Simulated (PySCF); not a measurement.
C₄H₁₁NSi.
Bonds: C1–N2, N2–C3, N2–Si4, Si4–C5, C5–C6, Si4–C6. Hydrogens: H7, H8, H9 on C1; H10, H11, H12 on C3; H13 on Si4; H14, H15 on C5; H16, H17 on C6.

Method used: core-valence-separated Tamm–Dancoff BHandHLYP/aug-pcX-1 (pcseg-1 on H, def2-SVPD on Si) in PySCF, non-relativistic, gas phase, PBE0-D3(BJ)/def2-SVP geometry.

Computed carbon K-edge spectrum, Gaussian lines of 0.4 eV full width, highest printed point 100; it ends one width below the last computed root. No empirical shift is added; at this level the pattern usually sits a few eV under experiment.

(photon energy (eV), absorption): (284.4, 0), (284.5, 2), (284.6, 7), (284.7, 21), (284.8, 44), (284.9, 63), (285.0, 64), (285.1, 48), (285.2, 31), (285.3, 30), (285.4, 46), (285.5, 69), (285.6, 85), (285.7, 82), (285.8, 64), (285.9, 44), (286.0, 37), (286.1, 44), (286.2, 50), (286.3, 45), (286.4, 36), (286.5, 37), (286.6, 60), (286.7, 100)

Problem. Where are the maxima, and which lines make them up?

Solution. 3 maxima:
- 285.0 eV: C5/C6 (sp3 carbon bound to silicon), 284.95 eV, f = 0.052, sum of 2, 100 % of the height at the exact maximum
- 285.6 eV: C5/C6 (sp3 carbon bound to silicon), 285.71 eV, f = 0.044, sum of 2, 59 % of the height at the exact maximum; C5/C6 (sp3 carbon bound to silicon), 285.52 eV, f = 0.034, sum of 2, 41 % of the height at the exact maximum
- 286.2 eV: C1/C3 (N-methyl carbon), 286.18 eV, f = 0.023, sum of 2, 57 % of the height at the exact maximum; C5/C6 (sp3 carbon bound to silicon), 286.25 eV, f = 0.016, sum of 2, 40 % of the height at the exact maximum

Roots within 0.03 eV on the same or equivalent atoms count as one line; shares under 12 % aren't listed.

Vibrational structure and lifetime widths aren't in the curve. The ionisation threshold wasn't computed; near and above it a finite basis only mimics Rydberg series and continuum.

The run took 44 s of wall time on Arm Neoverse N1, one thread, shared host with 64 logical CPUs at a one-minute load of 59, and the process peaked at 1.1 GiB of memory.

Shape of the structure used: `[CH3:1][N:2]([CH3:3])[SiH:4]1[CH2:5][CH2:6]1`: C1–N2–Si4–C5 124°.

One conformer stands for the species.
